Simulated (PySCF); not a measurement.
## Radial density of Mg²⁺ (magnesium, charge +2)

UHF, [Ne], closed-shell 1S. All numbers are calculated (PySCF 2.14, the non-relativistic Hamiltonian (point nucleus), in pcseg-2).

```json
{"r (bohr)": "0.00172", "4πr²ρ (e/bohr)": "0.03887"}
{"r (bohr)": "0.00289", "4πr²ρ (e/bohr)": "0.1072"}
{"r (bohr)": "0.00486", "4πr²ρ (e/bohr)": "0.2886"}
{"r (bohr)": "0.00817", "4πr²ρ (e/bohr)": "0.7550"}
{"r (bohr)": "0.0137", "4πr²ρ (e/bohr)": "1.867"}
{"r (bohr)": "0.0231", "4πr²ρ (e/bohr)": "4.224"}
{"r (bohr)": "0.0389", "4πr²ρ (e/bohr)": "8.201"}
{"r (bohr)": "0.0654", "4πr²ρ (e/bohr)": "12.41"}
{"r (bohr)": "0.110", "4πr²ρ (e/bohr)": "12.69"}
{"r (bohr)": "0.185", "4πr²ρ (e/bohr)": "8.458"}
{"r (bohr)": "0.311", "4πr²ρ (e/bohr)": "8.446"}
{"r (bohr)": "0.523", "4πr²ρ (e/bohr)": "11.03"}
{"r (bohr)": "0.880", "4πr²ρ (e/bohr)": "5.961"}
{"r (bohr)": "1.48", "4πr²ρ (e/bohr)": "0.8975"}
{"r (bohr)": "2.49", "4πr²ρ (e/bohr)": "0.01792"}
{"r (bohr)": "7.05", "4πr²ρ (e/bohr)": "2.256e-05"}
```
